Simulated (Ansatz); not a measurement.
**Ligand exchange: C4H11B + GeH3(SH) → C3H9BS + GeH3(CH3)**

Gas-phase species: C4H11B `CBC(C)C`, singlet; GeH3(SH), singlet; C3H9BS `CC(C)BS`, singlet; GeH3(CH3) (methyl germane), singlet. The partners trade CH3 for SH: B–CH3 and Ge–SH bonds give way to B–SH and Ge–CH3.

Shapes, held fixed at every level: PBE0-D4/def2-TZVP. Flexible molecules stand in one conformer, not always the lowest. Programs: Ansatz 0.2.0. The zero-point and thermal change to 298 K, harmonic and unscaled (PBE0-D4/def2-TZVP), is +3.1 kJ/mol.

Question: Estimate ΔH(298 K) of this reaction.

Answer: The highest level, CCSD(T)/def2-TZVPP, gives ΔH(298 K) = -39.6 kJ/mol; the levels span -47.5 to -28.4. The column of differences is taken from that level and isn't an error. No measured value is set beside it here. Relativity is left out for Ge. Outer-core shells of Ge are correlated, in sets that cover them unevenly.

| level | kind | ΔH(298 K) (kJ/mol) | less CCSD(T)/def2-TZVPP |
| --- | --- | --- | --- |
| SPW92/def2-TZVPP | LDA | -38.7 | +0.9 |
| B3LYP-D4/def2-TZVPP | global hybrid | -32.5 | +7.1 |
| BHLYP-D4/def2-TZVPP | global hybrid | -28.4 | +11.2 |
| r2SCAN0-D4/def2-TZVPP | global hybrid | -32.4 | +7.2 |
| B2PLYP/def2-TZVPP | double hybrid | -35.5 | +4.1 |
| MP2/def2-SVP | perturbation theory | -47.5 | -7.9 |
| MP2/def2-TZVPP | perturbation theory | -41.6 | -2.0 |
| CCSD(T)/def2-TZVPP | coupled cluster or CI | -39.6 | 0.0 |
